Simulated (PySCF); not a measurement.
C5H5OS (doublet state).
Atom-mapped SMILES: `[CH:1]#[C:2][CH2:3][S:4][CH:5][CH:6]=[O:7]` (hydrogens: H8 on C1; H9, H10 on C3; H11 on C5; H12 on C6)

Geometry (GFN2-xTB, Å), atoms numbered from 1 in this order:
```
atom  x, y, z in Å
C1     2.3063    1.2154   -0.0317
C2     1.8425    0.1223    0.1209
C3     1.2162   -1.1595    0.3008
S4    -0.4921   -0.9914    0.9813
C5    -1.1964    0.0497   -0.1697
C6    -2.5494    0.4402   -0.0768
O7    -3.1033    1.1907   -0.8684
H8     2.7450    2.1586   -0.1662
H9     1.1392   -1.6963   -0.6466
H10    1.7588   -1.7647    1.0280
H11   -0.5675    0.4253   -0.9608
H12   -3.0982    0.0091    0.7824
```

The hyperfine couplings belong to this conformer and change with its torsions.

Theory: UKS B3LYP, pcH-1 on C H O S, non-relativistic, mean-field spin-orbit, GIAO in PySCF. Geometry: GFN2-xTB, one conformer, isolated molecule. A GFN2-xTB geometry isn't a minimum of the functional, and hyperfine couplings can be far from their values at a DFT geometry. Stability of the SCF solution: not tested.

Q: Predict the first-order ENDOR lines of H11, H9/H10 and H12 under fast tumbling at B = 3346.6 mT (W band).

A: ν± = |νn ± a/2|, one line for each electron-spin manifold; νn = |g_N| × 7.62259 MHz/T × B.

```
nuclei  isotope     g_N  νn (MHz)  a_iso (MHz)  lower line (MHz)  upper line (MHz)
   H11       1H  5.5857    142.49       -38.51            123.23            161.74
H9/H10       1H  5.5857    142.49         7.69            138.64            146.34
   H12       1H  5.5857    142.49        -2.30            141.34            143.64
```

Q: Which pairs are centred on the nuclear Larmor frequency, and which on half the coupling?

A: Centred on νn, since |a| < 2νn: H11, H9/H10 and H12. No pair has |a| > 2νn.

Q: At what field would the lower line of H11 fall to zero frequency?

A: Where νn = |a|/2, that is B = 19.26 MHz/(5.5857 × 7.62259 MHz/T) = 452 mT, as far as first order holds there.

Means are taken over nuclei equivalent by connectivity, which assumes that they swap fast. The 1H value of +7.7 MHz is a mean of couplings from -0.8 to 16.2 MHz in this one geometry, not an average over conformers.

The largest Mulliken spin populations are on C5 (+0.58), O7 (+0.29), S4 (+0.23) and C6 (-0.07). Three atoms exceed +0.15. The angles at C5 add up to 360.0°, so it is planar; its axial dipolar tensor and the negative coupling of its proton fit spin in a p orbital normal to that plane.
